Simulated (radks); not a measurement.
Valence configurations of the rhenium ion Re+ (all share [Xe]). Method: Dirac Kohn-Sham, LDA (Slater exchange, Perdew-Wang correlation), spin-unpolarised, spherical densities, point nucleus; open shells fill j = l - 1/2 first; computed with a radial shooting solver on a logarithmic mesh with Libxc functionals. Energies are relative to 4f14 5d5 6s1; eigenvalues in eV.

valence,E (eV),e(4f5/2),e(4f7/2),e(5d3/2),e(5d5/2),e(6p1/2)
4f14 5d5 6s1,0.000,-51.218,-48.703,-13.527,-12.604,-
4f14 5d5 6s0.5 6p0.5,2.573,-51.836,-49.321,-14.065,-13.133,-8.109
4f14 5d4 6s2,0.141,-54.026,-51.510,-15.406,-,-
4f13 5d6 6s1,40.305,-61.061,-58.449,-14.910,-13.859,-
4f13 5d5 6s2,41.458,-64.065,-61.451,-16.957,-15.834,-
4f13 5d4 6s2 6p1,49.631,-68.529,-65.914,-20.196,-,-9.858
4f14 5d6,0.671,-48.700,-46.185,-11.825,-10.967,-
4f14 5d4 6s1 6p1,5.609,-55.254,-52.737,-16.461,-,-9.029
4f12.5 5d5.5 6s2,65.369,-69.245,-66.583,-17.723,-16.535,-
4f14 5d5 6p1,5.173,-52.441,-49.925,-14.591,-13.649,-8.424

NIST lists [Xe] 4f14 5d5 6s1 as the ground configuration; this level of theory agrees among the configurations tried. The energies are those of spherical spin-averaged densities, not of single terms.
